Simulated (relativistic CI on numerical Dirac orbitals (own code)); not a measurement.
# Rh4+: 4s photoemission

Computed with this model: Dirac-Coulomb-Breit CI, KLI orbitals optimised for each configuration, QED by a radiative potential, valence Slater integrals scaled by 0.8, multiplet model of photoemission in the sudden approximation; configurations [Kr] 4d5 → [Ar] 3d10 4s 4p6 4d5; 80 K; Lorentzian 2.8 eV and Gaussian 0.6 eV FWHM. Energies are those of the free ion, without screening or charge transfer. The energies are binding energies and can lie tens of eV above those of solids. Without intra-shell correlation the exchange splitting of an s hole comes out too large, often by half or more. S is read from ⟨S²⟩ = S(S + 1).

free ion: ground-state S = 2.49, centroid 151.36 eV. Peaks (eV, height): 147.4 (100), 157.0 (72).

Strongest unbroadened transitions for free ion:

| Energy (eV) | Relative strength |
| --- | --- |
| 147.28 | 100.0 |
| 152.40 | 0.1 |
| 152.42 | 0.3 |
| 153.02 | 0.1 |
| 155.52 | 0.0 |
| 156.15 | 0.0 |
| 157.07 | 70.2 |
| 158.75 | 0.6 |
| 159.26 | 0.0 |
| 159.75 | 0.2 |
